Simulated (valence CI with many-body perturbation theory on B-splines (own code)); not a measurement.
Ag²⁶⁺ in three bases

Computed by relativistic CI+MBPT: three valence electrons over a frozen Dirac-Fock core [Ar], a basis of 7 s, 7 p, 8 d, 6 f, 4 g, 1 h functions for each j, with the one-electron correlation potential Σ1 (screened to all orders), the two-electron term Σ2, the three-electron term Σ3, Breit, model QED; selected single and double excitations, second order for the rest, scaled by the run's own slope (own B-spline code, finite nucleus).

The last digits are not significant, and no measured levels were compared; by estimate large intervals hold to a few tenths of a per cent, small ones and those within an open d or f shell to about a per cent. Only levels of the ground parity were solved; by the run's estimate the other parity begins above the list, which can be wrong where configurations are misplaced.

The reference run has the lowest level 3d3 4F_3/2 and an ionisation energy of 1382.68 eV. Its largest variational space holds 4829 state functions.

Names give the largest LS component (configuration and term), which can be under half, so a name can repeat, a term be missing and a line seem to break the LS rules; names also repeat where a configuration has a term twice. Letters in brackets count levels of one name in rising energy.

Changed runs:
A. basis 6 s, 6 p, 5 d, 5 f, 1 g
B. basis 5 s, 5 p, 4 d, 4 f

Excitation energies of the reference run in cm⁻¹, and shifts in cm⁻¹:

| Level | Reference | A | B |
| --- | --- | --- | --- |
| 3d3 4F_5/2 | 36321 | -91 | -145 |
| 3d3 4F_7/2 | 62856 | -42 | -43 |
| 3d3 4F_9/2 | 78532 | +87 | +212 |
| 3d3 4P_3/2 | 79581 | +228 | +473 |
| 3d3 4P_1/2 | 92641 | +186 | +418 |
| 3d3 2G_7/2 | 124558 | +235 | +488 |
| 3d3 2H_9/2 | 130483 | +169 | +438 |
| 3d3 4P_5/2 | 135258 | +119 | +272 |
| 3d3 2D_3/2 [a] | 152490 | +243 | +447 |
| 3d3 2P_1/2 | 162132 | +373 | +776 |
| 3d3 2H_11/2 | 173297 | +344 | +828 |
| 3d3 2D_5/2 [a] | 186240 | +378 | +672 |
| Ionisation energy (eV) | 1382.68 | -0.05 | -0.07 |
